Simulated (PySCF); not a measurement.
# 29Si chemical shifts

[PySCF 2.14.0 with density-fitted response routines: GIAO PBE0/pcSseg-1 shieldings; coordinates at the GFN2-xTB level; one computed conformer; no solvent model; rapidly exchanging positions averaged; non-relativistic Hamiltonian]

Shieldings were converted by a linear fit to measured shifts: 29Si: δ = 279.94 − 0.822σ (rms 8.9 ppm, 72 shifts, 25.8 ppm with the 6 outliers that the fit left out vs TMS, solution or neat liquid). Occasional misses reach two or three times the rms, and more in compound classes unlike the fitted ones.

Give the 29Si shifts of `CC(=S)[SiH2]N([SiH3])[SiH3]`, `C#C[SiH2]/C=C\[SiH2]P`, `CO[Si](N)(N)C#N`, `ClC(Cl)[C@@H]1C[SiH2]O[Si@@H]1Cl`, `C=C[Si@H](S)N([SiH3])[SiH3]`.

Results:


| compound | environment | δ (ppm) |
| --- | --- | --- |
| [CH3:1][C:2](=[S:3])[SiH2:4][N:5]([SiH3:6])[SiH3:7] | Si4: silicon bonded to C, N, 2 H | -35.8 |
| [CH3:1][C:2](=[S:3])[SiH2:4][N:5]([SiH3:6])[SiH3:7] | Si6/7: silicon bonded to N, 3 H (×2) | -47.2 |
| [CH:1]#[C:2][SiH2:3]/[CH:4]=[CH:5]\[SiH2:6][PH2:7] | Si6: silicon bonded to C, P, 2 H | -57.3 |
| [CH:1]#[C:2][SiH2:3]/[CH:4]=[CH:5]\[SiH2:6][PH2:7] | Si3: silicon bonded to 2 C, 2 H | -75.2 |
| CO[Si](N)(N)C#N | silicon bonded to C, 2 N, O | -57.1 |
| [Cl:1][CH:2]([Cl:3])[C@@H:4]1[CH2:5][SiH2:6][O:7][Si@@H:8]1[Cl:9] | Si8: silicon bonded to C, Cl, O, H, in a 5-membered ring | -6.2 |
| [Cl:1][CH:2]([Cl:3])[C@@H:4]1[CH2:5][SiH2:6][O:7][Si@@H:8]1[Cl:9] | Si6: silicon bonded to C, O, 2 H, in a 5-membered ring | -8.7 |
| [CH2:1]=[CH:2][Si@H:3]([SH:4])[N:5]([SiH3:6])[SiH3:7] | Si3: silicon bonded to C, N, S, H | -14.8 |
| [CH2:1]=[CH:2][Si@H:3]([SH:4])[N:5]([SiH3:6])[SiH3:7] | Si6/7: silicon bonded to N, 3 H (×2) | -48.8 |
